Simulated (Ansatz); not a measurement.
Total energies of `OB(O)CCCCc1ccc2ccc3cccc4ccc1c2c34` from Ansatz at PBE0-D4/def2-TZVP, gas phase (1 Eh = 27.2114 eV = 2625.5 kJ/mol). The reference geometry is relaxed at PBE-D4/def2-SVP.

| state | geometry | energy (Eh) |
| --- | --- | --- |
| charge 0 singlet | reference | -948.30536 |
| charge 1 doublet | reference | -948.04985 |
| charge -1 doublet | reference | -948.32141 |
| free O atom (triplet) | – | -75.01860 |
| free B atom (doublet) | – | -24.61828 |
| free C atom (triplet) | – | -37.80537 |
| free H atom (doublet) | – | -0.50104 |

Single mean-field runs in def2-TZVP are fitted with def2-universal-jkfit.

Question: Work out the vertical ionisation energy to the doublet.

Answer: E(charge 1 doublet) − E(charge 0 singlet) = -948.04985 − (-948.30536) = 0.25551 Eh = 6.95 eV. For comparison, −ε of the highest occupied level is 5.61 eV at this level, 1.34 eV less.

Question: Work out the vertical electron affinity, to the doublet.

Answer: E(charge 0 singlet) − E(charge -1 doublet) = -948.30536 − (-948.32141) = 0.01605 Eh = 0.44 eV. The basis lacks diffuse functions, which makes affinities too small.

Question: Give the fundamental gap IE − EA, the Mulliken electronegativity (IE + EA)/2 and the hardness (IE − EA)/2.

Answer: From the values in Eh: IE − EA = 0.25551 − 0.01605 = 0.23946 Eh = 6.52 eV; (IE + EA)/2 = 3.69 eV; (IE − EA)/2 = 3.26 eV. The HOMO–LUMO gap of the same run is 3.93 eV, 2.59 eV smaller than the fundamental gap.

Question: What is the binding energy per atom against free atoms?

Answer: Atoms: 2 × (-75.01860) + 1 × (-24.61828) + 20 × (-37.80537) + 19 × (-0.50104) = -940.28264 Eh. Binding: -940.28264 − (-948.30536) = 8.02272 Eh = 218.31 eV, or 5.20 eV for each of 42 atoms (no zero-point energy, no counterpoise term).

At PBE0-D4/def2-TZVP the highest occupied level of the charge -1 doublet lies above zero (up to 0.90 eV). By energy differences its removal costs 0.44 eV (vertical, to the charge 0 singlet, at PBE0-D4/def2-TZVP); self-interaction error and the lack of diffuse functions both raise the level.
